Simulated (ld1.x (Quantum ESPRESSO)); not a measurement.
**Nb (Z = 41): TM pseudisation with LDA (PZ), scalar-relativistic reference atom.**

```
Element                 : niobium (Nb)
Generator               : ld1.x (Quantum ESPRESSO) 7.5
Type                    : norm-conserving Troullier–Martins (Kleinman–Bylander form)
Functional              : LDA (PZ)
Relativity              : scalar-relativistic
Frozen core             : [Ar] 3d10
Valence charge          : 13
Reference configuration : 4s2 4p6 4d4 5s0 5p1
Partial waves           : 4p (bound): rc 1.35 bohr; 4d (bound): rc 1.45 bohr; 4s (bound): rc 1.90 bohr
Local potential         : the s channel
Core correction         : a·sin(br)/r model core, default radius (core density twice the valence density)
```

Occupied shells without a wave of their own: 5p. They enter only through the test configuration that unscreens the potential, and ld1.x also counts them in the model core charge.

All-electron outer shells of the reference configuration (LDA (PZ), scalar-relativistic, ld1.x):

```csv
shell,level (eV),outermost node (bohr),outermost maximum (bohr)
3p,-347.70,0.17,0.39
3d,-197.81,–,0.33
4s,-59.70,0.53,1.02
4p,-35.86,0.54,1.12
5s,-5.03,1.40,3.00
4d,-4.34,0.55,1.51
5p,-1.89,1.62,4.05
```

Q: Estimate the cutoffs (Ry, on a coarse ladder) from which the occupation-weighted sum of valence levels, in a spherical-Bessel basis at the reference potential, stays within 10 and 1 mRy of its value at 400 Ry.

A: 60 Ry and 110 Ry.

Q: What does a ghost test show?

A: No extra level below or beside the all-electron valence levels (p, d, s, f tested).

Q: Which valence shell sets the plane-wave cutoff?

A: 4p: its level needs 80 Ry to come within 1 mRy, against 50 Ry for 5p.

Q: Tests: 4s2 4p6 4d4 5s1 5p0; 4s2 4p6 4d4 5s0 5p0; 4s2 4p6 4d3 5s0 5p0; 4s2 4p6 4d5 5s0 5p0; 4s2 4p6 4d3 5s1 5p1; 4s1 4p6 4d4 5s1 5p0; 4s2 4p6 4d3 5s2 5p0. Which has the largest error in its energy relative to the reference configuration, and how large is it?

A: 4s2 4p6 4d3 5s2 5p0, with +2225 meV (all-electron minus pseudo) on -3.61 eV.

ld1.x takes every shell without a wave as core, so the model core holds the 5p electrons as well and exchange and correlation see them twice. This cancels in the reference configuration, but the file is broken for other ones, and its errors say nothing about a proper core correction.
